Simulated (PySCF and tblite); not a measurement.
The numbers below are computed, except where a source is named.
System: C6H6O3, numbered as in [CH3:1][O:2][c:3]1[o:4][cH:5][cH:6][c:7]1[CH:8]=[O:9].

Motion: rotation about the C3–O2 bond (torsion O4–C3–O2–C1 from 0° to 180°, rising). GFN2-xTB gives an electronic barrier of 6.0 kcal/mol and a reaction energy of 4.1 kcal/mol.

Question: What does PBE0/pcSseg-1 + D3(BJ) give on GFN2-xTB geometries?

Answer: A barrier of 4.3 kcal/mol, 1.7 below the tight-binding barrier (from unrounded values), a reaction energy of 2.1 kcal/mol and, with GFN2-xTB thermal terms, ΔG‡(298 K) = 4.4 kcal/mol and k = 7.6×10⁹ s⁻¹ (2 equivalent paths).

Programs: tblite and PySCF.
